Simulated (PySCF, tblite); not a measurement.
Compound: C₄H₁₀B₂FN.
SMILES with atom numbers: `[BH2:1][N:2]([B:3]([CH3:4])[F:5])[CH:6]1[CH2:7][CH2:8]1` (hydrogens: H9, H10 on B1; H11, H12, H13 on C4; H14 on C6; H15, H16 on C7; H17, H18 on C8)

Jobs on this species (18 atoms, 60 electrons) with PySCF (density fitting) and tblite. Hardware of each: Arm Neoverse N1, one thread, no GPU, on a shared host. Times come from a shared host and carry two figures at best.

```
 level and settings                                                                                                work  basis functions  SCF cycles  wall time
CAM-B3LYP/def2-SVPD                                   8 singlets by full TDDFT, 3 Tamm–Dancoff triplets, polarisability              243           ?          ?
           GFN2-xTB                                                                                   L-BFGS relaxation                –           –          ?
      PBE0/pcSseg-1  shieldings, ring-centre shieldings, charges and field gradients, density and orbital grids written              186          13       66 s
           GFN2-xTB                                                                       Hessian by finite differences                –           –      0.9 s
```

Q: Fill in the missing figures.

A: 
- CAM-B3LYP/def2-SVPD; 8 singlets by full TDDFT, 3 Tamm–Dancoff triplets, polarisability: 1.9 min, 12 SCF cycles
- GFN2-xTB; L-BFGS relaxation: 1.4 s

Q: What do all jobs in the table cost together?

A: About 3.0 min; the longest takes about 63 % of that, and about 130 times as long as the shortest.
